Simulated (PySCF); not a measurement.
**Antimony: a sound run and one with changed settings**

Sound run: Sb [Kr] 4d10 5s2 5p3, Sb+ [Kr] 4d10 5s2 5p2. All numbers are calculated (PySCF 2.14, a scalar-relativistic core potential, in cc-pVTZ-PP with ECP28MDF (5s4p3d1f, 39 functions)). In the sound run the correlated levels freeze 4s2 4p6 4d10 outside the core potential. The sound run starts from symmetry-adapted Hartree-Fock orbitals and uses a fine grid where one is needed.

Changed run: all electrons correlated in a basis built for the valence shell.

```csv
species,method,sound run (hartree),changed run (hartree),converged
Sb,MP2,-239.33814,-239.42745,yes
Sb+,MP2,-239.00739,-239.09309,yes
```

Ionisation energy of Sb:

```csv
method,sound run (eV),changed run (eV)
UHF,8.597,8.597
MP2,9.000,9.099
SCS-MP2,8.878,8.941
```

A valence basis has no tight correlating functions, so it recovers only part of the core correlation, and not evenly between atom and ion.

For comparison, NIST gives 8.608 eV between the lowest levels.
